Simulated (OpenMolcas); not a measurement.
## Fe5+: effect of the basis set

```
Program             : OpenMolcas 26.06
Method              : CASSCF
Active space        : 3 electrons in 5 orbitals (3d)
State averaging     : 2S+1 = 4 even, 10 roots; 2S+1 = 2 even, 40 roots
Spin-orbit coupling : state interaction with AMFI integrals over the reference wave functions, term energies averaged over their components
```

A. ANO-RCC-VDZP [5s4p2d1f], DKH2, point nucleus; cost of the order of 7 core-seconds
B. ANO-RCC-VTZP [6s5p3d2f1g], DKH2, point nucleus; cost roughly 15 core-seconds
C. ANO-L-VTZP [6s5p3d2f1g], non-relativistic, point nucleus; cost of the order of 11 core-seconds
D. ANO-R2 [6s5p4d2f1g], X2C, finite nucleus; cost about 14 core-seconds
E. ANO-RCC-VQZP [7s6p4d3f2g1h], DKH2, point nucleus; cost about 13 core-seconds
F. ANO-R3 [7s5p5d3f2g1h], X2C, finite nucleus; cost about 12 core-seconds

Energies in cm-1 above 3d3 4F 3/2, the measured ground level; measured values from Corliss and Sugar, J. Phys. Chem. Ref. Data 11, 135 (1982).

```csv
Level,A,B,C,D,E,F,Measured
3d3 4F 3/2,0.0,0.0,0.0,0.0,0.0,0.0,0.0
3d3 4F 5/2,512,539,555,511,515,520,511
3d3 4F 7/2,1204,1268,1303,1203,1213,1224,1188
3d3 4F 9/2,2055,2163,2223,2055,2072,2091,2001
3d3 4P 1/2,22652,23249,23234,23174,23173,23168,18738
3d3 4P 3/2,22840,23445,23431,23365,23365,23360,18942
3d3 2G 7/2,23257,23904,23860,23867,23863,23845,20616
3d3 4P 5/2,23472,24113,24123,23993,23998,24001,19611
3d3 2G 9/2,23947,24623,24594,24557,24556,24546,21315
3d3 2P 1/2,30658,31468,31418,31405,31410,31384,26496
3d3 2H 9/2,30763,31579,31535,31508,31514,31491,28724
3d3 2P 3/2,30764,31571,31510,31523,31527,31496,26215
3d3 2H 11/2,31268,32104,32069,32015,32023,32004,29203
3d3 2D 3/2(1),33705,34607,34571,34507,34519,34498,28628
3d3 2D 5/2(1),33996,34899,34854,34811,34822,34797,28484
3d3 2F 7/2,52703,53986,53908,53866,53895,53841,46217
3d3 2F 5/2,53007,54302,54232,54169,54200,54150,46604
3d3 2D 5/2(2),82283,84222,84067,84078,84141,84028,71708
3d3 2D 3/2(2),82644,84598,84453,84438,84502,84394,72049
```

Deviations, from unrounded energies. A percentage is the sum of absolute deviations over the sum of measured energies, with the sign that they share, or ± where signs differ.

| Against measurement | Levels | A | B | C | D | E | F |
| --- | --- | --- | --- | --- | --- | --- | --- |
| mean absolute deviation (cm-1) | 18 | 4100 | 5000 | 4900 | 4900 | 4900 | 4900 |
| fine structure of the ground term (%) | 3 | +1.9 | +7.3 | +10.3 | ±1.9 | +2.7 | +3.6 |
| other terms of the ground configuration (%) | 15 | +14.8 | +17.7 | +17.5 | +17.4 | +17.5 | +17.4 |

A lies closest to measurement on these levels and B furthest from it. The largest miss of A in the table is 3d3 2D 3/2(2), by +11000 cm-1. The ranking rests on the paired levels alone, and a cruder setting can come out closer through cancelling errors.

Among A to F the level of the table that moves most is 3d3 2D 3/2(2), by 2000 cm-1 (lowest in A, highest in B).

Without dynamic correlation excited terms often stand tens of per cent too high (terms of higher spin than the ground term too low), and those without a measured partner can miss by more than the paired ones. The basis is small and was not contracted for so high a charge (holds for A). Measured partners are found by configuration, term and J. A level has none where our copy of the source lacks it or the pairing is in doubt (some pairs that miss far off the trend of their configuration count as doubtful), and it then counts in no deviation. Only configurations of the active space appear.

A number in round brackets counts repeated terms of one configuration in the order of the reference energies.
